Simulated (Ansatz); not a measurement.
# Ligand exchange: C2H7BrSi + SnH3(NH2) → C2H9NSi + SnH3Br

Gas-phase species: C2H7BrSi `CC[SiH2]Br`, singlet; SnH3(NH2), singlet; C2H9NSi `CC[SiH2]N`, singlet; SnH3Br `[Br][SnH3]`, singlet. The partners trade Br for NH2: Si–Br and Sn–NH2 bonds give way to Si–NH2 and Sn–Br.

Shapes, held fixed at every level: PBE0-D4/def2-TZVP. Flexible molecules stand in one conformer, not always the lowest. Programs: Ansatz 0.2.0. The zero-point and thermal change to 298 K, harmonic and unscaled (PBE0-D4/def2-TZVP), is +1.0 kJ/mol.

Question: Estimate ΔH(298 K) of this reaction.

Answer: The highest level, CCSD(T)/def2-TZVPP, gives ΔH(298 K) = -57.1 kJ/mol; the levels span -81.7 to -57.1. The column of differences is taken from that level and isn't an error. No measured value is set beside it here. For atoms past krypton def2 sets carry core potentials with scalar relativity. Relativity is left out for Br. Outer-core shells of Br, Sn are correlated, in sets that cover them unevenly. CCSD(T)/def2-TZVPP lies outside the range of the other correlated levels here, so it shouldn't be taken on trust.

| level | kind | ΔH(298 K) (kJ/mol) | less CCSD(T)/def2-TZVPP |
| --- | --- | --- | --- |
| HF/def2-SVP | Hartree–Fock | -81.7 | -24.6 |
| PBE0-D4/def2-TZVPP | global hybrid | -62.4 | -5.3 |
| r2SCAN0-D4/def2-TZVPP | global hybrid | -66.3 | -9.2 |
| wB97M-V/def2-TZVPP | range-separated hybrid | -63.6 | -6.5 |
| wB97X-V/def2-TZVPP | range-separated hybrid | -62.7 | -5.6 |
| B2PLYP/def2-TZVPP | double hybrid | -62.9 | -5.8 |
| CCSD(T)/def2-SVP | coupled cluster or CI | -64.3 | -7.2 |
| CCSD(T)/def2-TZVPP | coupled cluster or CI | -57.1 | 0.0 |
